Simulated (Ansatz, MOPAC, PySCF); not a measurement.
Isomers of CHBN2. Isolated molecules, 0 K electronic values unless said otherwise. Strings in code marks are SMILES.

Quantity: electronic energy of isomers of CHBN2 relative to `N#CB=N`, in kJ/mol. Semi-empirical values (MOPAC) are differences of heats of formation.

Level 1: frozen-core MP2/cc-pVTZ // CAM-B3LYP-D3(BJ)/def2-TZVP (Ansatz, a program for electronic structure)
Level 2: PBE/6-31G* // CAM-B3LYP-D3(BJ)/def2-TZVP (PySCF)
Level 3: HF/cc-pVTZ // CAM-B3LYP-D3(BJ)/def2-TZVP (Ansatz)
Level 4: AM1 // CAM-B3LYP-D3(BJ)/def2-TZVP (MOPAC)

```
species   level 1  level 2  level 3  level 4
--------  -------  -------  -------  -------
`B=NC#N`     62.9    27.44    41.56    30.91
```
